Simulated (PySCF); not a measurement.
ClTe (SMILES Cl[Te+]), charge +1, singlet, at a GFN2-xTB geometry (all electrons, no relativity), with bond 2-1 at 1.4 times its length; CASSCF(6,4)/STO-3G run with PySCF.

Here is a job for PySCF.
```python
from pyscf import gto, scf, mcscf
import numpy

mol = gto.M(
    atom='''
Te   -0.00000000   -0.00000000   -0.54661504
Cl    0.00000000    0.00000000    2.55944453
''',
    basis='sto-3g',
    charge=1,
    verbose=4,
)

mf = scf.RHF(mol)
mf.kernel()
mc = mcscf.CASSCF(mf, 4, 6)
mc.fix_spin_(ss=0.0)
mc.kernel()
occ = numpy.linalg.eigvalsh(mc.fcisolver.make_rdm1(mc.ci, mc.ncas, mc.nelecas))[::-1]
ss = mc.fcisolver.spin_square(mc.ci, mc.ncas, mc.nelecas)[0]
print('natural occupations', occ.round(4), ' <S^2>', round(ss, 4))
```

Output, abridged:

```
PySCF version 2.14.0

[INPUT] verbose = 4
[INPUT] num. atoms = 2
[INPUT] num. electrons = 68
[INPUT] charge = 1
[INPUT] spin (= nelec alpha-beta = 2S) = 0
[INPUT] symmetry False subgroup None
[INPUT] Mole.unit = angstrom
[INPUT] Symbol           X                Y                Z      unit          X                Y                Z       unit  Magmom
[...]
nuclear repulsion = 150.60646581652
number of shells = 16
number of NR pGTOs = 108
number of NR cGTOs = 36
basis = sto-3g
ecp = {}

******** <class 'pyscf.scf.hf.RHF'> ********
method = RHF
initial guess = minao
damping factor = 0
level_shift factor = 0
DIIS = <class 'pyscf.scf.diis.CDIIS'>
diis_start_cycle = 1
diis_space = 8
diis_damp = 0
SCF conv_tol = 1e-09
SCF conv_tol_grad = None
SCF max_cycles = 50
direct_scf = True
direct_scf_tol = 1e-13
Set gradient conv threshold to 3.16228e-05
Initial guess from minao.
init E= -6980.55453619921

WARN: HOMO -0.529324182894432 == LUMO -0.529324182894425

cycle= 1 E= -7001.28320553682  delta_E= -20.7  |g|= 0.168  |ddm|= 2.43
[...]
cycle= 2 E= -7001.29461429694  delta_E= -0.0114  |g|= 0.108  |ddm|= 0.663
[...]
cycle= 3 E= -7001.30637650411  delta_E= -0.0118  |g|= 0.042  |ddm|= 0.388
[...]
cycle= 4 E= -7001.31046004395  delta_E= -0.00408  |g|= 0.0224  |ddm|= 0.223
[...]
cycle= 5 E= -7001.31200988914  delta_E= -0.00155  |g|= 0.0119  |ddm|= 0.274
[...]
cycle= 6 E= -7001.31217498584  delta_E= -0.000165  |g|= 0.00214  |ddm|= 0.0653
[...]
cycle= 7 E= -7001.31218534066  delta_E= -1.04e-05  |g|= 0.000733  |ddm|= 0.0236
[...]
cycle= 8 E= -7001.31218636134  delta_E= -1.02e-06  |g|= 8.91e-05  |ddm|= 0.00586
[...]
cycle= 9 E= -7001.31218637805  delta_E= -1.67e-08  |g|= 5.5e-06  |ddm|= 0.000712
[...]
cycle= 10 E= -7001.3121863781  delta_E= -4.73e-11  |g|= 6.17e-07  |ddm|= 3.88e-05
[...]
Extra cycle  E= -7001.31218637811  delta_E= -3.64e-12  |g|= 2.86e-07  |ddm|= 3.23e-06
converged SCF energy = -7001.31218637811

******** <class 'pyscf.mcscf.mc1step.CASSCF'> ********
CAS (3e+3e, 4o), ncore = 31, nvir = 1
max_cycle_macro = 50
max_cycle_micro = 4
conv_tol = 1e-07
conv_tol_grad = None
orbital rotation max_stepsize = 0.02
orbital rotation threshold for CI restart = 0.01
augmented hessian ah_max_cycle = 30
augmented hessian ah_conv_tol = 1e-12
augmented hessian ah_linear dependence = 1e-14
augmented hessian ah_level shift = 1e-08
augmented hessian ah_start_tol = 2.5
augmented hessian ah_start_cycle = 3
augmented hessian ah_grad_trust_region = 3
kf_trust_region = 3
kf_interval = 4
ci_response_space = 4
ci_grad_trust_region = 3
with_dep4 0
natorb = False
canonicalization = True
sorting_mo_energy = False
ao2mo_level = 2
internal_rotation = False
******** <class 'pyscf.fci.addons.SpinPenaltyFCISolver'> ********
max. cycles = 50
conv_tol = 1e-08
davidson only = True
linear dependence = 1e-12
level shift = 0.001
max iter space = 12
nroots = 1
pspace_size = 400
spin = None
CASCI E = -7001.33567456714  S^2 = 0.0000000
Set conv_tol_grad to 0.000316228
macro iter   1 ( 17 JK    4 micro), CASSCF E = -7001.33788597906  dE = -2.21141192e-03  S^2 = 0.0000000
               |grad[o]|=0.0262  |grad[c]|=0.0174  |ddm|=0.00139  |maxRot[o]|=0.0912
macro iter   2 ( 10 JK    3 micro), CASSCF E = -7001.33800927018  dE = -1.23291119e-04  S^2 = 0.0000000
               |grad[o]|=0.00753  |grad[c]|=0.0105  |ddm|=0.000991  |maxRot[o]|= 0.11
macro iter   3 (  7 JK    2 micro), CASSCF E = -7001.33800962667  dE = -3.56499186e-07  S^2 = 0.0000000
               |grad[o]|=0.00329  |grad[c]|=0.0043  |ddm|=3.28e-05  |maxRot[o]|=0.0699
macro iter   4 ( 11 JK    3 micro), CASSCF E = -7001.33801124228  dE = -1.61560274e-06  S^2 = 0.0000000
               |grad[o]|=0.0123  |grad[c]|=0.000328  |ddm|=0.000459  |maxRot[o]|=0.114
macro iter   5 ( 15 JK    4 micro), CASSCF E = -7001.33800500660  dE =  6.23567576e-06  S^2 = 0.0000000
               |grad[o]|=0.0192  |grad[c]|=0.058  |ddm|=0.000481  |maxRot[o]|=0.111
macro iter   6 ( 11 JK    3 micro), CASSCF E = -7001.33801077080  dE = -5.76419552e-06  S^2 = 0.0000000
               |grad[o]|=0.121  |grad[c]|=0.00181  |ddm|=7.24e-05  |maxRot[o]|=0.0155
macro iter   7 (  7 JK    2 micro), CASSCF E = -7001.33801130182  dE = -5.31023943e-07  S^2 = 0.0000000
               |grad[o]|=0.0136  |grad[c]|=0.0139  |ddm|=3.49e-05  |maxRot[o]|=0.0383
macro iter   8 (  7 JK    2 micro), CASSCF E = -7001.33801139800  dE = -9.61808837e-08  S^2 = 0.0000000
               |grad[o]|=0.00204  |grad[c]|=0.00299  |ddm|=8.42e-06  |maxRot[o]|=0.0518
macro iter   9 (  7 JK    2 micro), CASSCF E = -7001.33801142564  dE = -2.76404535e-08  S^2 = 0.0000000
               |grad[o]|=0.0016  |grad[c]|=0.00119  |ddm|=6.61e-06  |maxRot[o]|=0.0155
macro iter  10 ( 26 JK    4 micro), CASSCF E = -7001.33801145358  dE = -2.79342203e-08  S^2 = 0.0000000
               |grad[o]|=0.00126  |grad[c]|=0.00264  |ddm|=4.05e-06  |maxRot[o]|=0.0256
macro iter  11 ( 31 JK    4 micro), CASSCF E = -7001.33801145967  dE = -6.09816198e-09  S^2 = 0.0000000
               |grad[o]|=0.00107  |grad[c]|=0.000217  |ddm|=7.24e-07  |maxRot[o]|=0.00738
macro iter  12 ( 33 JK    4 micro), CASSCF E = -7001.33801146158  dE = -1.90357241e-09  S^2 = 0.0000000
               |grad[o]|=0.00106  |grad[c]|=3.14e-05  |ddm|=7.08e-07  |maxRot[o]|=0.00226
macro iter  13 ( 28 JK    3 micro), CASSCF E = -7001.33801146213  dE = -5.48425305e-10  S^2 = 0.0000000
               |grad[o]|=0.00106  |grad[c]|=2.84e-06  |ddm|=6.14e-07  |maxRot[o]|=0.000486
macro iter  14 ( 12 JK    1 micro), CASSCF E = -7001.33801146213  dE = -5.45696821e-12  S^2 = 0.0000000
               |grad[o]|=0.00106  |grad[c]|=1.18e-06  |ddm|=2.91e-07  |maxRot[o]|=0.000108
macro iter  15 (  8 JK    1 micro), CASSCF E = -7001.33801146215  dE = -1.90993887e-11  S^2 = 0.0000000
               |grad[o]|=0.00106  |grad[c]|=9.76e-07  |ddm|=    0  |maxRot[o]|=1.27e-05
macro iter  16 (  6 JK    1 micro), CASSCF E = -7001.33801146215  dE =  4.54747351e-12  S^2 = 0.0000000
[...]
macro iter  21 (  1 JK    1 micro), CASSCF E = -7001.33801146215  dE =  0.00000000e+00  S^2 = 0.0000000
               |grad[o]|=0.00106  |grad[c]|=9.77e-07  |ddm|=    0  |maxRot[o]|=    0
macro iter  22 (  1 JK    1 micro), CASSCF E = -7001.33801146215  dE =  0.00000000e+00  S^2 = 0.0000000
               |grad[o]|=0.00106  |grad[c]|=9.77e-07  |ddm|=    0  |maxRot[o]|=    0
macro iter  23 (  1 JK    1 micro), CASSCF E = -7001.33801146215  dE =  0.00000000e+00  S^2 = 0.0000000
               |grad[o]|=0.00106  |grad[c]|=9.77e-07  |ddm|=    0  |maxRot[o]|=    0
macro iter  24 (  1 JK    1 micro), CASSCF E = -7001.33801146215  dE =  0.00000000e+00  S^2 = 0.0000000
               |grad[o]|=0.00106  |grad[c]|=9.77e-07  |ddm|=    0  |maxRot[o]|=    0
macro iter  25 (  1 JK    1 micro), CASSCF E = -7001.33801146215  dE =  0.00000000e+00  S^2 = 0.0000000
               |grad[o]|=0.00106  |grad[c]|=9.77e-07  |ddm|=    0  |maxRot[o]|=    0
macro iter  26 (  1 JK    1 micro), CASSCF E = -7001.33801146215  dE =  0.00000000e+00  S^2 = 0.0000000
               |grad[o]|=0.00106  |grad[c]|=9.77e-07  |ddm|=    0  |maxRot[o]|=    0
macro iter  27 (  1 JK    1 micro), CASSCF E = -7001.33801146215  dE =  0.00000000e+00  S^2 = 0.0000000
               |grad[o]|=0.00106  |grad[c]|=9.77e-07  |ddm|=    0  |maxRot[o]|=    0
macro iter  28 (  1 JK    1 micro), CASSCF E = -7001.33801146215  dE =  0.00000000e+00  S^2 = 0.0000000
               |grad[o]|=0.00106  |grad[c]|=9.77e-07  |ddm|=    0  |maxRot[o]|=    0
macro iter  29 (  1 JK    1 micro), CASSCF E = -7001.33801146215  dE =  0.00000000e+00  S^2 = 0.0000000
               |grad[o]|=0.00106  |grad[c]|=9.77e-07  |ddm|=    0  |maxRot[o]|=    0
macro iter  30 (  1 JK    1 micro), CASSCF E = -7001.33801146215  dE =  0.00000000e+00  S^2 = 0.0000000
               |grad[o]|=0.00106  |grad[c]|=9.77e-07  |ddm|=    0  |maxRot[o]|=    0
macro iter  31 (  1 JK    1 micro), CASSCF E = -7001.33801146215  dE =  0.00000000e+00  S^2 = 0.0000000
               |grad[o]|=0.00106  |grad[c]|=9.77e-07  |ddm|=    0  |maxRot[o]|=    0
macro iter  32 (  1 JK    1 micro), CASSCF E = -7001.33801146215  dE =  0.00000000e+00  S^2 = 0.0000000
               |grad[o]|=0.00106  |grad[c]|=9.77e-07  |ddm|=    0  |maxRot[o]|=    0
macro iter  33 (  1 JK    1 micro), CASSCF E = -7001.33801146215  dE =  0.00000000e+00  S^2 = 0.0000000
               |grad[o]|=0.00106  |grad[c]|=9.77e-07  |ddm|=    0  |maxRot[o]|=    0
macro iter  34 (  1 JK    1 micro), CASSCF E = -7001.33801146215  dE =  0.00000000e+00  S^2 = 0.0000000
               |grad[o]|=0.00106  |grad[c]|=9.77e-07  |ddm|=    0  |maxRot[o]|=    0
macro iter  35 (  1 JK    1 micro), CASSCF E = -7001.33801146215  dE =  0.00000000e+00  S^2 = 0.0000000
               |grad[o]|=0.00106  |grad[c]|=9.77e-07  |ddm|=    0  |maxRot[o]|=    0
macro iter  36 (  1 JK    1 micro), CASSCF E = -7001.33801146215  dE =  0.00000000e+00  S^2 = 0.0000000
               |grad[o]|=0.00106  |grad[c]|=9.77e-07  |ddm|=    0  |maxRot[o]|=    0
macro iter  37 (  1 JK    1 micro), CASSCF E = -7001.33801146215  dE =  0.00000000e+00  S^2 = 0.0000000
               |grad[o]|=0.00106  |grad[c]|=9.77e-07  |ddm|=    0  |maxRot[o]|=    0
macro iter  38 (  1 JK    1 micro), CASSCF E = -7001.33801146215  dE =  0.00000000e+00  S^2 = 0.0000000
               |grad[o]|=0.00106  |grad[c]|=9.77e-07  |ddm|=    0  |maxRot[o]|=    0
macro iter  39 (  1 JK    1 micro), CASSCF E = -7001.33801146215  dE =  0.00000000e+00  S^2 = 0.0000000
               |grad[o]|=0.00106  |grad[c]|=9.77e-07  |ddm|=    0  |maxRot[o]|=    0
macro iter  40 (  1 JK    1 micro), CASSCF E = -7001.33801146215  dE =  0.00000000e+00  S^2 = 0.0000000
               |grad[o]|=0.00106  |grad[c]|=9.77e-07  |ddm|=    0  |maxRot[o]|=    0
macro iter  41 (  1 JK    1 micro), CASSCF E = -7001.33801146215  dE =  0.00000000e+00  S^2 = 0.0000000
               |grad[o]|=0.00106  |grad[c]|=9.77e-07  |ddm|=    0  |maxRot[o]|=    0
macro iter  42 (  1 JK    1 micro), CASSCF E = -7001.33801146215  dE =  0.00000000e+00  S^2 = 0.0000000
               |grad[o]|=0.00106  |grad[c]|=9.77e-07  |ddm|=    0  |maxRot[o]|=    0
macro iter  43 (  1 JK    1 micro), CASSCF E = -7001.33801146215  dE =  0.00000000e+00  S^2 = 0.0000000
               |grad[o]|=0.00106  |grad[c]|=9.77e-07  |ddm|=    0  |maxRot[o]|=    0
macro iter  44 (  1 JK    1 micro), CASSCF E = -7001.33801146215  dE =  0.00000000e+00  S^2 = 0.0000000
               |grad[o]|=0.00106  |grad[c]|=9.77e-07  |ddm|=    0  |maxRot[o]|=    0
macro iter  45 (  1 JK    1 micro), CASSCF E = -7001.33801146215  dE =  0.00000000e+00  S^2 = 0.0000000
               |grad[o]|=0.00106  |grad[c]|=9.77e-07  |ddm|=    0  |maxRot[o]|=    0
macro iter  46 (  1 JK    1 micro), CASSCF E = -7001.33801146215  dE =  0.00000000e+00  S^2 = 0.0000000
               |grad[o]|=0.00106  |grad[c]|=9.77e-07  |ddm|=    0  |maxRot[o]|=    0
macro iter  47 (  1 JK    1 micro), CASSCF E = -7001.33801146215  dE =  0.00000000e+00  S^2 = 0.0000000
               |grad[o]|=0.00106  |grad[c]|=9.77e-07  |ddm|=    0  |maxRot[o]|=    0
macro iter  48 (  1 JK    1 micro), CASSCF E = -7001.33801146215  dE =  0.00000000e+00  S^2 = 0.0000000
               |grad[o]|=0.00106  |grad[c]|=9.77e-07  |ddm|=    0  |maxRot[o]|=    0
macro iter  49 (  1 JK    1 micro), CASSCF E = -7001.33801146215  dE =  0.00000000e+00  S^2 = 0.0000000
               |grad[o]|=0.00106  |grad[c]|=9.77e-07  |ddm|=    0  |maxRot[o]|=    0
macro iter  50 (  1 JK    1 micro), CASSCF E = -7001.33801146215  dE =  0.00000000e+00  S^2 = 0.0000000
               |grad[o]|=0.00106  |grad[c]|=9.77e-07  |ddm|=    0  |maxRot[o]|=    0
1-step CASSCF not converged,  50 macro (281 JK  77 micro) steps
CASSCF canonicalization
Density matrix diagonal elements [1.99993799 2.         1.         1.00006201]
CASSCF energy = -7001.33801146215
CASCI E = -7001.33801146215  E(CI) = -322.612669777338  S^2 = 0.0000000
natural occupations [2. 2. 1. 1.]  <S^2> 0.0
```

The run did not converge; its last values are not results.
